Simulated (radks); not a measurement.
Sn II, configuration [Kr] 4d10 5p3 (not the ground configuration).

Calculated with a radial shooting solver on a logarithmic mesh with Libxc functionals: scalar-relativistic Kohn-Sham, r2SCAN, spin-polarised, spherical densities, finite nucleus; open shells are filled with parallel spins first (spin-orbit coupling, left out, can overturn this in heavy ions); meta-GGA in the generalised Kohn-Sham scheme; Fermi nuclear charge, rms radius 4.6519 fm.

Energy parts (hartree):
total: -6177.13896
kinetic: 6449.38756
electron-nucleus: -14918.08818
Hartree: 2456.66513
exchange-correlation: -165.10348

Orbitals (lengths in bohr, moments of r in powers of bohr):
1s up: occ. 1; eigenvalue (hartree) -1068.594; <r^2> 0.001143; <r^4> 3.412e-06; <1/r> 53.08
1s down: occ. 1; eigenvalue (hartree) -1068.590; <r^2> 0.001143; <r^4> 3.412e-06; <1/r> 53.08
2s down: occ. 1; eigenvalue (hartree) -162.2234; <r^2> 0.01856; <r^4> 0.0005928; <1/r> 12.13
2s up: occ. 1; eigenvalue (hartree) -162.2232; <r^2> 0.01856; <r^4> 0.0005928; <1/r> 12.13
2p up: occ. 3; eigenvalue (hartree) -145.5594; <r^2> 0.01467; <r^4> 0.0004272; <1/r> 11.65
2p down: occ. 3; eigenvalue (hartree) -145.5574; <r^2> 0.01467; <r^4> 0.0004272; <1/r> 11.65
3s up: occ. 1; eigenvalue (hartree) -31.85504; <r^2> 0.1311; <r^4> 0.02625; <1/r> 4.316
3s down: occ. 1; eigenvalue (hartree) -31.85302; <r^2> 0.1311; <r^4> 0.02624; <1/r> 4.316
3p up: occ. 3; eigenvalue (hartree) -26.36983; <r^2> 0.1320; <r^4> 0.02787; <1/r> 4.102
3p down: occ. 3; eigenvalue (hartree) -26.36713; <r^2> 0.1319; <r^4> 0.02786; <1/r> 4.102
3d up: occ. 5; eigenvalue (hartree) -17.94178; <r^2> 0.1175; <r^4> 0.02552; <1/r> 3.864
3d down: occ. 5; eigenvalue (hartree) -17.93920; <r^2> 0.1175; <r^4> 0.02551; <1/r> 3.864
4s up: occ. 1; eigenvalue (hartree) -5.45082; <r^2> 0.7606; <r^4> 0.8605; <1/r> 1.687
4s down: occ. 1; eigenvalue (hartree) -5.44435; <r^2> 0.7614; <r^4> 0.8608; <1/r> 1.685
4p up: occ. 3; eigenvalue (hartree) -3.78685; <r^2> 0.8974; <r^4> 1.249; <1/r> 1.533
4p down: occ. 3; eigenvalue (hartree) -3.78117; <r^2> 0.8960; <r^4> 1.238; <1/r> 1.532
4d up: occ. 5; eigenvalue (hartree) -1.37106; <r^2> 1.422; <r^4> 3.755; <1/r> 1.220
4d down: occ. 5; eigenvalue (hartree) -1.35701; <r^2> 1.372; <r^4> 3.363; <1/r> 1.231
5p up: occ. 3; eigenvalue (hartree) -0.46757; <r^2> 8.664; <r^4> 115.9; <1/r> 0.4553

The highest occupied level is 5p up at -12.723 eV. Spin moment in Bohr magnetons: 3.
